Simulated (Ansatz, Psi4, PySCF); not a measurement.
C6H15N2 (SMILES [CH2]N(C)CCN(C)C), doublet, geometry from GFN2-xTB. Base run: MP2/STO-3G in PySCF.

Here is a job for PySCF.
```python
from pyscf import gto, scf, mp

mol = gto.Mole()
mol.atom = '''
    C     2.18264245    0.75916371   -1.20784471
    N     1.56809513    0.03929249   -0.19221781
    C     2.32302147   -1.03959731    0.38967337
    C     0.70731898    0.75219462    0.72192760
    C    -0.61675438    0.02963956    1.01966905
    N    -1.61472241    0.27158210   -0.00749814
    C    -1.33961984   -0.46747268   -1.22251291
    C    -2.95296635   -0.00508795    0.47090707
    H     1.62383551    1.58043999   -1.61546351
    H     2.80842540    0.19372847   -1.87337691
    H     2.83466652   -1.58890398   -0.39825032
    H     1.65175296   -1.72185048    0.91165474
    H     3.07422847   -0.67971840    1.10768568
    H     0.46420581    1.72382207    0.29041242
    H     1.23051433    0.91808490    1.67612876
    H    -1.00707368    0.43375463    1.95706706
    H    -0.43717525   -1.04961933    1.16809170
    H    -0.34601268   -0.21629737   -1.58110231
    H    -2.06896908   -0.18539756   -1.98071322
    H    -1.39479190   -1.55816045   -1.07165148
    H    -3.66556652    0.23971518   -0.31536933
    H    -3.09790525   -1.06004867    0.75558249
    H    -3.16559739    0.62128917    1.33639888
'''
mol.basis = 'sto-3g'
mol.spin = 1
mol.verbose = 3
mol.build()

mf = scf.UHF(mol)
mf.kernel()

pt = mp.MP2(mf)
pt.kernel()
print('E(MP2) = %.10f' % pt.e_tot)
```

The same geometry, method and basis name were run in Ansatz (a program for electronic structure) and Psi4 and PySCF, at each program's defaults and at the settings that a row names. The base is PySCF at its defaults. Differences at the defaults can come from grids, fitting, cores and function types together.

| code and settings | ΔE vs base (µEh) | basis functions | E (Eh) | SCF cycles |
|---|---|---|---|---|
| PySCF, defaults (exact integrals, spherical functions, all electrons correlated) | 0.0 | 55 | -340.97825 | 12 |
| Psi4, defaults (density fitting with its default set, spherical functions, all electrons correlated) | -853 | 55 | -340.97910 | 14 |
| Ansatz, defaults (factorised integrals, spherical functions, frozen core) | 3345 | 55 | -340.97490 | - |
| PySCF, frozen core | 3284 | 55 | -340.97496 | 12 |
| Psi4, exact integrals, spherical functions, frozen core | 3284 | 55 | -340.97496 | 14 |
| Ansatz, high accuracy, frozen core | 3284 | 55 | -340.97496 | - |

Open shells are given as the SCF converged; they aren't shown to be the lowest states, and a large step between rows can be another state.
